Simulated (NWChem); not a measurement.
Isomers of CH5FOSi, each optimised at PBE0/def2-SVP with NWChem, gas phase unless a solvent is named. Flexible species stand in one conformer each, which need not be the lowest.  Relative energies count from the lowest isomer at each level and are electronic, without zero-point energy, on those geometries.

A: O[SiH2]CF
B: [SiH2](F)OC
C: OC[SiH2]F
D: [SiH](C)(F)O

```csv
quantity,A,B,C,D
"relative energy, LDA (Slater exchange, VWN5)/def2-TZVP (kcal/mol)",63.4,25.4,54.5,0.0
"relative energy, r2SCAN/def2-TZVP (kcal/mol)",65.9,25.9,57.4,0.0
"dipole (D), PBE0/def2-SVP",0.50,1.63,2.46,2.24
```
